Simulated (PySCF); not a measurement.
# SiI⁺: script and output

The script input.py:

```python
from pyscf import gto, dft

mol = gto.M(
    atom='Si 0 0 0; I 0 0 2.272',
    basis='3-21g',
    charge=1,
    spin=0,
    verbose=4,
)
mf = dft.RKS(mol, xc='revpbe')
mf.kernel()
mf.analyze()
print('orbital energies (hartree):', mf.mo_energy[..., max(0, mol.nelec[1]-3):mol.nelec[0]+3].round(4))
```

```bash
$ OMP_NUM_THREADS=1 python input.py
```

Output (some set-up lines and the per-cycle HOMO/LUMO lines with their warnings removed):

```
PySCF version 2.14.0

[INPUT] verbose = 4
[INPUT] num. atoms = 2
[INPUT] num. electrons = 66
[INPUT] charge = 1
[INPUT] spin (= nelec alpha-beta = 2S) = 0
[INPUT] symmetry False subgroup None
[INPUT] Mole.unit = angstrom
[INPUT] Symbol           X                Y                Z      unit          X                Y                Z       unit  Magmom
[INPUT]  1 Si     0.000000000000   0.000000000000   0.000000000000 AA    0.000000000000   0.000000000000   0.000000000000 Bohr   0.0
[INPUT]  2 I      0.000000000000   0.000000000000   2.272000000000 AA    0.000000000000   0.000000000000   4.293457755012 Bohr   0.0

nuclear repulsion = 172.821078566303
number of shells = 20
number of NR pGTOs = 108
number of NR cGTOs = 44
basis = 3-21g
ecp = {}

******** <class 'pyscf.dft.rks.RKS'> ********
method = RKS
initial guess = minao
damping factor = 0
level_shift factor = 0
DIIS = <class 'pyscf.scf.diis.CDIIS'>
diis_start_cycle = 1
diis_space = 8
diis_damp = 0
SCF conv_tol = 1e-09
SCF conv_tol_grad = None
SCF max_cycles = 50
direct_scf = True
direct_scf_tol = 1e-13
XC library pyscf.dft.libxc version 7.0.0
    S. Lehtola, C. Steigemann, M. J.T. Oliveira, and M. A.L. Marques.,  SoftwareX 7, 1–5 (2018)
XC functionals = revpbe
    Y. Zhang and W. Yang.,  Phys. Rev. Lett. 80, 890 (1998)
    J. P. Perdew, K. Burke, and M. Ernzerhof.,  Phys. Rev. Lett. 77, 3865 (1996)
    J. P. Perdew, K. Burke, and M. Ernzerhof.,  Phys. Rev. Lett. 78, 1396 (1997)
radial grids:
    Treutler-Ahlrichs [JCP 102, 346 (1995); DOI:10.1063/1.469408] (M4) radial grids

becke partition: Becke, JCP 88, 2547 (1988); DOI:10.1063/1.454033
pruning grids: <function nwchem_prune>
grids dens level: 3
symmetrized grids: False
atomic radii adjust function: <function treutler_atomic_radii_adjust>
small_rho_cutoff = 0
Set gradient conv threshold to 3.16228e-05
Initial guess from minao.
tot grids = 41144
init E= -7160.0936681498
cycle= 1 E= -7177.14252671857  delta_E=  -17  |g|= 0.335  |ddm|= 1.89
cycle= 2 E= -7175.8900912797  delta_E= 1.25  |g|= 1.73  |ddm|= 2.84
cycle= 3 E= -7177.20317885935  delta_E= -1.31  |g|= 0.0546  |ddm|= 2.31
cycle= 4 E= -7177.2040738826  delta_E= -0.000895  |g|= 0.0337  |ddm|= 0.187
cycle= 5 E= -7177.20460763056  delta_E= -0.000534  |g|= 0.00278  |ddm|= 0.0633
cycle= 6 E= -7177.20461157892  delta_E= -3.95e-06  |g|= 0.000177  |ddm|= 0.00579
cycle= 7 E= -7177.20461159449  delta_E= -1.56e-08  |g|= 1.96e-05  |ddm|= 0.000673
cycle= 8 E= -7177.20461159477  delta_E= -2.79e-10  |g|= 1.84e-06  |ddm|= 9.4e-05
Extra cycle  E= -7177.20461159477  delta_E= 2.73e-12  |g|= 4.55e-06  |ddm|= 1.17e-05
converged SCF energy = -7177.20461159477
**** SCF Summaries ****
Total Energy =                       -7177.204611594769631
Nuclear Repulsion Energy =             172.821078566302845
One-electron Energy =               -10204.464439819870677
Two-electron Energy =                 2854.438749658797860
Two-electron Coulomb Energy =         3051.093752065525223
DFT Exchange-Correlation Energy =     -196.655002406727135
**** MO energy ****
[22 lines left out]
MO #23  energy= -3.74733598646255  occ= 2
MO #24  energy= -2.22231843211897  occ= 2
MO #25  energy= -2.2185829675915   occ= 2
MO #26  energy= -2.21858296759145  occ= 2
MO #27  energy= -2.21201387183435  occ= 2
MO #28  energy= -2.21201238495119  occ= 2
MO #29  energy= -0.905340368382269 occ= 2
MO #30  energy= -0.665479035647895 occ= 2
MO #31  energy= -0.515248764636761 occ= 2
MO #32  energy= -0.515248764636751 occ= 2
MO #33  energy= -0.498091711443115 occ= 2
MO #34  energy= -0.371468845678914 occ= 0
MO #35  energy= -0.371468845678883 occ= 0
MO #36  energy= -0.237875134591081 occ= 0
[8 lines left out]
 ** Mulliken pop on meta-lowdin orthogonal AOs  **
 ** Mulliken pop  **
pop of  0 Si 1s           2.00000
pop of  0 Si 2s           1.99954
pop of  0 Si 3s           1.91342
pop of  0 Si 4s           0.00787
pop of  0 Si 2px          1.99963
pop of  0 Si 2py          1.99963
pop of  0 Si 2pz          1.99947
pop of  0 Si 3px          0.37754
pop of  0 Si 3py          0.37754
pop of  0 Si 3pz          0.80564
pop of  0 Si 4px          0.00214
pop of  0 Si 4py          0.00214
[32 lines left out]
 ** Mulliken atomic charges  **
charge of    0Si =      0.49375
charge of    1I =      0.50625

WARN: System has nonzero charge 1; the dipole moment is origin-dependent.
Location of origin: [0. 0. 0.]

Dipole moment(X, Y, Z, Debye): -0.00000, -0.00000,  4.61794
orbital energies (hartree): [-0.5152 -0.5152 -0.4981 -0.3715 -0.3715 -0.2379]
```

In short: E(SCF) = -7177.204612 Eh, 8 cycles.

Hardware: Arm Neoverse V1, 1 thread, shared host. Wall time 2.1 s, peak memory 0.19 GiB.

No relativity is included for the heavy element. The basis is very small, so the numbers show the basis as much as the system. Stability towards an unrestricted solution was not tested. The bond length is a typed value, not an optimised one. The dipole of an ion depends on the origin.
